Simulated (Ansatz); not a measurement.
Steps of a relaxation of `[F][SnH]([Cl])[O]C(F)(F)F` with RKS PBE0-D4/def2-TZVP.

```sh
$ ansatz run in.yaml --threads 2 --pin off --events-out ev --progress --plain --max-ram 22528MiB --backend cuda --devices 0, --max-vram 18GiB
```

```yaml
crystal:
  periodic: [false, false, false]
  atoms:
    - {symbol: F, position_ang: [-2.313440, 0.431170, -0.878510]}
    - {symbol: Sn, position_ang: [-0.859650, 1.338650, 0.041790]}
    - {symbol: Cl, position_ang: [-1.365440, 1.041280, 2.214230]}
    - {symbol: O, position_ang: [0.809570, 0.223400, -0.369090]}
    - {symbol: C, position_ang: [0.966840, -1.021800, -0.101300]}
    - {symbol: F, position_ang: [2.248530, -1.391940, -0.186200]}
    - {symbol: F, position_ang: [0.572300, -1.361240, 1.151120]}
    - {symbol: F, position_ang: [0.284550, -1.850650, -0.906410]}
    - {symbol: H, position_ang: [-0.343260, 2.591140, -0.965630]}
basis:
  gaussian: {orbitals: def2-TZVP}
hamiltonian: {xc: pbe0, dispersion: d4}
relax: {f_tol: 0.005, max_steps: 150}
```

Positions (Å) and forces (eV/Å) along the path, 14 of 43 steps:

```xyz
9
step=1 energy=-32313.8269 eV
F    -2.313    0.431   -0.879    0.769    0.564    0.551
Sn   -0.860    1.339    0.042    0.260   -1.463   -1.477
Cl   -1.365    1.041    2.214   -0.048    0.272    0.243
O     0.810    0.223   -0.369   -0.961    1.862   -0.086
C     0.967   -1.022   -0.101    0.319   -1.981    0.651
F     2.249   -1.392   -0.186    0.216    0.235   -0.141
F     0.572   -1.361    1.151   -0.113    0.188    0.223
F     0.285   -1.851   -0.906   -0.213    0.071   -0.363
H    -0.343    2.591   -0.966   -0.230    0.251    0.398
9
step=2 energy=-32314.0600 eV
F    -2.300    0.423   -0.896    0.201    0.049    0.050
Sn   -0.831    1.273   -0.035    0.149   -0.046   -0.403
Cl   -1.344    1.134    2.175    0.015    0.142    0.035
O     0.808    0.195   -0.377   -0.368    0.954   -0.167
C     0.974   -1.063   -0.093    0.266   -1.413    0.486
F     2.262   -1.411   -0.187   -0.107    0.203   -0.050
F     0.579   -1.381    1.165    0.020    0.161   -0.155
F     0.289   -1.887   -0.905   -0.047    0.127   -0.084
H    -0.438    2.717   -0.848   -0.129   -0.178    0.287
9
step=3 energy=-32314.1092 eV
F    -2.252    0.378   -0.944   -0.024   -0.070   -0.024
Sn   -0.825    1.252   -0.062    0.038    0.099    0.131
Cl   -1.329    1.262    2.166   -0.002   -0.025   -0.040
O     0.794    0.178   -0.388   -0.012    0.118   -0.038
C     0.975   -1.097   -0.096    0.068   -0.490    0.194
F     2.266   -1.417   -0.197   -0.203    0.117   -0.006
F     0.583   -1.402    1.162    0.056    0.099   -0.239
F     0.291   -1.915   -0.913    0.067    0.127    0.069
H    -0.503    2.760   -0.729    0.012    0.026   -0.048
9
step=4 energy=-32314.1139 eV
F    -2.233    0.359   -0.933   -0.019   -0.021   -0.013
Sn   -0.819    1.264   -0.055    0.019    0.036    0.031
Cl   -1.333    1.258    2.168    0.000    0.002   -0.005
O     0.792    0.181   -0.385    0.028    0.003   -0.006
C     0.970   -1.100   -0.096   -0.012   -0.165    0.085
F     2.260   -1.415   -0.198   -0.088    0.048   -0.004
F     0.577   -1.404    1.158    0.030    0.042   -0.126
F     0.288   -1.911   -0.917    0.045    0.073    0.043
H    -0.502    2.768   -0.741   -0.004   -0.020   -0.004
9
step=7 energy=-32314.1180 eV
F    -2.210    0.253   -0.811    0.055    0.043    0.032
Sn   -0.806    1.264   -0.031   -0.055   -0.031   -0.017
Cl   -1.268    1.389    2.202    0.010    0.001   -0.019
O     0.833    0.208   -0.310   -0.043   -0.128    0.013
C     0.961   -1.102   -0.111   -0.012    0.119   -0.038
F     2.252   -1.421   -0.093   -0.090   -0.065    0.019
F     0.418   -1.498    1.057    0.053    0.015   -0.141
F     0.372   -1.821   -1.078    0.089    0.058    0.140
H    -0.553    2.727   -0.825   -0.009   -0.014    0.011
9
step=10 energy=-32314.1226 eV
F    -2.215    0.213   -0.728   -0.009   -0.002    0.017
Sn   -0.800    1.254   -0.017    0.005    0.044    0.023
Cl   -1.149    1.432    2.233    0.000   -0.011   -0.035
O     0.835    0.211   -0.359    0.020   -0.087    0.021
C     0.952   -1.093   -0.136   -0.016   -0.094    0.017
F     2.230   -1.415    0.069   -0.262    0.037   -0.038
F     0.248   -1.487    0.950    0.144    0.031   -0.189
F     0.505   -1.823   -1.170    0.121    0.085    0.187
H    -0.606    2.709   -0.841   -0.003   -0.002   -0.003
9
step=17 energy=-32314.1293 eV
F    -2.261    0.225   -0.626   -0.017    0.013   -0.002
Sn   -0.799    1.260   -0.007    0.008   -0.015   -0.004
Cl   -1.027    1.455    2.255    0.004    0.001    0.001
O     0.799    0.191   -0.433    0.012    0.002   -0.003
C     0.941   -1.100   -0.161   -0.004    0.011    0.012
F     2.182   -1.361    0.241   -0.010    0.000    0.003
F     0.103   -1.507    0.817    0.011   -0.009   -0.009
F     0.693   -1.864   -1.228    0.004   -0.003    0.002
H    -0.631    2.702   -0.858   -0.006   -0.001    0.000
9
step=23 energy=-32314.1323 eV
F    -2.343    0.297   -0.558   -0.002   -0.004    0.001
Sn   -0.804    1.256   -0.008    0.015    0.004   -0.002
Cl   -0.885    1.422    2.266   -0.001   -0.001    0.002
O     0.735    0.152   -0.547   -0.013   -0.012    0.003
C     0.932   -1.108   -0.179    0.024   -0.016   -0.021
F     2.121   -1.259    0.404   -0.027    0.006   -0.005
F    -0.002   -1.531    0.700    0.003   -0.002   -0.006
F     0.890   -1.934   -1.225    0.000    0.025    0.029
H    -0.645    2.704   -0.852    0.000    0.000   -0.001
9
step=29 energy=-32314.1342 eV
F    -2.383    0.337   -0.506    0.000    0.006    0.001
Sn   -0.803    1.259   -0.010   -0.001   -0.009   -0.002
Cl   -0.790    1.399    2.267   -0.001    0.005    0.006
O     0.685    0.122   -0.616   -0.007    0.001   -0.001
C     0.921   -1.112   -0.190    0.009   -0.025    0.002
F     2.059   -1.182    0.503   -0.011    0.008    0.006
F    -0.062   -1.567    0.617    0.013    0.013   -0.012
F     1.021   -1.962   -1.210   -0.002    0.000   -0.002
H    -0.647    2.706   -0.855    0.000    0.001    0.001
9
step=31 energy=-32314.1343 eV
F    -2.388    0.346   -0.507   -0.003   -0.007    0.002
Sn   -0.803    1.257   -0.009    0.000    0.008   -0.001
Cl   -0.791    1.398    2.268    0.004   -0.002   -0.004
O     0.682    0.118   -0.623   -0.014    0.004    0.005
C     0.922   -1.114   -0.191    0.003   -0.014   -0.003
F     2.059   -1.176    0.504   -0.002    0.004    0.007
F    -0.061   -1.568    0.617    0.005    0.006   -0.006
F     1.026   -1.966   -1.207    0.002   -0.002   -0.002
H    -0.646    2.705   -0.852    0.005    0.002    0.002
9
step=33 energy=-32314.1306 eV rejected
F    -2.443    0.407   -0.433    0.048    0.026    0.010
Sn   -0.801    1.260   -0.015   -0.025   -0.043    0.027
Cl   -0.663    1.366    2.263    0.001   -0.002   -0.049
O     0.606    0.069   -0.716    0.099   -0.211    0.078
C     0.905   -1.122   -0.204    0.104   -0.043   -0.031
F     1.961   -1.061    0.630   -0.369   -0.048   -0.300
F    -0.128   -1.636    0.504    0.225    0.017   -0.097
F     1.206   -1.993   -1.175   -0.085    0.307    0.364
H    -0.641    2.710   -0.855    0.002   -0.002    0.000
9
step=39 energy=-32314.1369 eV
F    -2.456    0.430   -0.422    0.004   -0.001    0.003
Sn   -0.800    1.258   -0.017   -0.006    0.012   -0.001
Cl   -0.636    1.359    2.257    0.000   -0.005   -0.002
O     0.581    0.050   -0.733    0.015   -0.030    0.010
C     0.899   -1.125   -0.205   -0.001   -0.003    0.015
F     1.929   -1.030    0.645   -0.048   -0.011   -0.045
F    -0.127   -1.665    0.486    0.043    0.007   -0.023
F     1.243   -1.987   -1.158   -0.009    0.035    0.045
H    -0.633    2.710   -0.853    0.002   -0.004   -0.003
9
step=41 energy=-32314.1371 eV
F    -2.461    0.437   -0.416    0.002   -0.001    0.001
Sn   -0.801    1.260   -0.017    0.004    0.004   -0.004
Cl   -0.630    1.354    2.256    0.000    0.000    0.000
O     0.573    0.046   -0.736   -0.007    0.002    0.004
C     0.898   -1.126   -0.205    0.010   -0.007   -0.007
F     1.922   -1.021    0.650   -0.001    0.003    0.003
F    -0.126   -1.674    0.480   -0.004    0.002    0.001
F     1.254   -1.985   -1.154   -0.002    0.001    0.000
H    -0.629    2.709   -0.857   -0.001   -0.003    0.002
9
step=43 energy=-32314.1371 eV
F    -2.462    0.439   -0.412    0.001    0.000    0.000
Sn   -0.801    1.261   -0.017   -0.001    0.000    0.001
Cl   -0.624    1.354    2.255    0.000    0.000    0.000
O     0.569    0.043   -0.740    0.001   -0.002   -0.001
C     0.897   -1.127   -0.206    0.000    0.000    0.000
F     1.915   -1.016    0.655   -0.002    0.000   -0.001
F    -0.128   -1.680    0.474    0.001    0.000    0.000
F     1.263   -1.984   -1.153   -0.001    0.002    0.002
H    -0.629    2.709   -0.857    0.000    0.000    0.000
```

Hardware: 2 threads of an AMD EPYC 7R13 on a shared host and a share of an NVIDIA H100 80 GB. Wall time 2.1 min, peak host memory 0.95 GiB.
